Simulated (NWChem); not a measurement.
# C2H4O3Si; SMILES C[SiH]1OC(=O)O1

```xyz
10

C     -0.7353    -2.2494     0.0000
Si     0.4692    -0.8377     0.0000
O      0.1388     0.4412    -1.0893
C     -0.0707     1.2746     0.0000
O     -0.3616     2.4268     0.0000
O      0.1388     0.4412     1.0893
H     -0.5909    -2.8803    -0.8853
H     -1.7668    -1.8826     0.0000
H     -0.5909    -2.8803     0.8853
H      1.8872    -1.2555     0.0000
```
Atoms are numbered in this order, from 1.

Computed with NWChem. Medium grid unless said otherwise, to which SCAN and Minnesota functionals are sensitive. Coordinates come from a B3LYP/6-31G* (spherical d) optimisation. Hybrids' shares of exact exchange are those that their runs print; pure functionals count as 0. The functionals differ in more than this share.

```csv
row,share of exact exchange,highest occupied level (eV)
PBE/def2-SVP,0.00,-6.99
BLYP/def2-SVP,0.00,-6.81
TPSSh/def2-SVP,0.10,withheld
B3LYP/def2-SVP,0.20,-8.39
M06-2X/def2-SVP,0.54,-10.44
Hartree-Fock/def2-SVP,1.00,-12.89
```

**Question.** Fit a straight line of the last column on the one before it, predict the withheld value, and compare with the run.

**Answer.** 
1. Means of the 5 shown rows: x = 0.348, y = -9.104. Slope Σ(x − x̄)(y − ȳ)/Σ(x − x̄)² = -4.365/0.7261 = -6.011; intercept -7.012.
2. The shown rows scatter about the line by 0.157 (root mean square); the largest residual is +0.20, at BLYP/def2-SVP.
3. At x = 0.10 (TPSSh/def2-SVP; inside the shown range) the line gives -7.61.
4. The run gives -7.80, -0.19 from the line, 1.2 times the scatter.
